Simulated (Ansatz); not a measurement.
A search over several starts for the lowest SCF solution of MoN₄H₆⁺, that is Mo(NH)2(NH2)2 with one electron fewer at the given spin, in a small basis.

```yaml
crystal:
  periodic: [false, false, false]
  atoms:
    - {symbol: Mo, position_ang: [0.163169, -0.000895, 0.114951]}
    - {symbol: N, position_ang: [0.061845, 0.016204, 1.856905]}
    - {symbol: H, position_ang: [0.414961, 0.020559, 2.813000]}
    - {symbol: N, position_ang: [1.769022, -0.023797, -0.567374]}
    - {symbol: H, position_ang: [2.788154, -0.032838, -0.557965]}
    - {symbol: N, position_ang: [-0.702927, 1.627280, -0.522935]}
    - {symbol: H, position_ang: [-0.431729, 2.125513, -1.366254]}
    - {symbol: H, position_ang: [-1.399099, 2.148682, 0.002896]}
    - {symbol: N, position_ang: [-0.738405, -1.621651, -0.491977]}
    - {symbol: H, position_ang: [-1.443899, -2.117934, 0.045572]}
    - {symbol: H, position_ang: [-0.481092, -2.141123, -1.326809]}
basis:
  gaussian: {orbitals: def2-SVP}
total_charge: 1
magnetization: {spin_polarized: true, initial_magnetization: 1}
hamiltonian: {xc: pbe0, dispersion: d4}
output: {orbitals: {seedname: orbitals}}
```

```sh
$ ansatz run in.yaml --threads 4 --pin off --events-out ev --progress --plain --max-ram 3916MiB
```

It prints (some lines left out):

```
Functional definition: PBE0
  name "PBE0"
  cite "Adamo & Barone, J. Chem. Phys. 110, 6158 (1999) doi:10.1063/1.478522"
  cite "Perdew, Burke & Ernzerhof, Phys. Rev. Lett. 77, 3865 (1996) doi:10.1103/PhysRevLett.77.3865"
  parent pbe
  parameter a = 0.25
  parameter kappa = 0.804
  parameter beta = 0.06672455060314922
  exchange = (1 - a)*pbe_x(kappa = kappa, mu = beta*pi^2/3) + a*exact_x
  correlation = pbe_c(beta = beta)
1216 factors; integrals over basis functions are off by at most 9.0e-4 eV
mean field evaluation 1: about -7874.4154 eV, gradient 7.3e1 eV
mean field evaluation 2: about -7792.5791 eV, gradient 1.5e2 eV
mean field evaluation 4: about -7894.2083 eV, gradient 1.3e1 eV
mean field evaluation 8: about -7895.2665 eV, gradient 1.2e0 eV
mean field evaluation 16: about -7895.2802 eV, gradient 2.5e-2 eV
mean field evaluation 32: about -7895.0077 eV, gradient 1.4e0 eV
mean field -7895.28025843 eV, -290.1461978842 hartree, gradient 4.8e-5 eV, S^2 0.820436; 6 other end points of the search recorded, 0 dependent functions left out
reference -7895.28031772 eV, -290.1462000628 hartree; 24, 23 occupied and 93, 94 virtual orbitals, 1216 factors
Total energy: -7895.49605572 eV, -290.1541282883 hartree
```

Hardware: 4 threads of Arm Neoverse V2 on a shared host. Wall time 4.9 s.

In the def2 sets Mo takes a core potential; there is no spin–orbit coupling.
